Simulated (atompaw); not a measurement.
## Reading a pseudo-wave (titanium (Ti))

Columns: radius, all-electron u(r) and pseudo u(r) of the 4p shell (level -1.09 eV) of titanium in the configuration [Ne] 3s2 3p6 3d3 4s1 4p0; PBEsol, scalar-relativistic, PAW (atompaw) scheme, atompaw 4.2.0.5.

```tsv
r (bohr)	all-electron	pseudo
0.102	0.0717	-0.0116
0.204	0.0882	-0.0440
0.306	0.0378	-0.0909
0.408	-0.0323	-0.1431
0.510	-0.0939	-0.1909
0.612	-0.1364	-0.2257
0.713	-0.1579	-0.2418
0.815	-0.1615	-0.2378
0.917	-0.1506	-0.2151
1.019	-0.1292	-0.1785
1.121	-0.1007	-0.1336
1.223	-0.0678	-0.0864
1.325	-0.0324	-0.0407
1.427	0.0039	0.0014
1.529	0.0402	0.0398
1.631	0.0756	0.0756
1.733	0.1099	0.1099
1.835	0.1425	0.1425
1.937	0.1734	0.1734
2.038	0.2023	0.2023
2.140	0.2295	0.2295
2.242	0.2549	0.2549
2.344	0.2784	0.2784
2.446	0.3002	0.3002
2.548	0.3203	0.3203
2.650	0.3387	0.3387
```

Problem. How many radial nodes do the two functions have?

Solution. The all-electron 4p function has n − l − 1 = 2; the pseudo-wave has 1, since 1 lower shell of the same l stays in the valence.

Problem. At about which radius was the pseudo-wave matched?

Solution. 1.70 bohr. The columns agree to 0.0005 from 1.53 bohr on; several derivatives are matched, so the curves merge somewhat inside the radius.

Problem. Is the pseudo-wave norm-conserving?

Solution. No, it belongs to a PAW set: the norm inside the radius is not constrained, and the difference is carried by the augmentation charge.
